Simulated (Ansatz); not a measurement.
```yaml
crystal:
  periodic: [false, false, false]
  atoms:
    - {symbol: Li, position_ang: [0.718170, -1.782260, 0.347046]}
    - {symbol: Li, position_ang: [-0.958498, 1.532602, -0.700694]}
    - {symbol: Br, position_ang: [-0.919035, -0.125358, 1.142263]}
    - {symbol: Br, position_ang: [1.216079, 0.436770, -0.799638]}
basis:
  gaussian: {orbitals: def2-mTZVP}
total_charge: 1
magnetization: {spin_polarized: true, initial_magnetization: 1}
hamiltonian: {xc: {name: B97}}
scf: {omitted_lower_state_checks: [starts]}
```

```sh
$ ansatz run in.yaml --threads 4 --pin off --events-out ev --progress --plain --max-ram 3916MiB
```

It prints (some lines left out):

```
Functional definition: B97
841 factors; integrals over basis functions are off by at most 3.1e-4 eV
mean field evaluation 1: about -140489.9688 eV, gradient 2.0e1 eV
mean field evaluation 2: about -140490.7767 eV, gradient 2.2e1 eV
mean field evaluation 4: about -140492.4874 eV, gradient 1.1e-1 eV
mean field evaluation 8: about -140492.5048 eV, gradient 3.7e-2 eV
mean field evaluation 16: about -140492.5048 eV, gradient 7.0e-5 eV
mean field -140492.50476278 eV, -5163.0043207920 hartree, gradient 7.0e-5 eV, S^2 0.753274; 0 other end points of the search recorded, 0 dependent functions left out
reference -140492.50478689 eV, -5163.0043216781 hartree; 38, 37 occupied and 50, 51 virtual orbitals, 841 factors
Total energy: -140492.50478689 eV, -5163.0043216781 hartree
Checks for a lower state left out: starts
```

It took 5.5 s on 4 threads of Arm Neoverse V1 on a shared host.
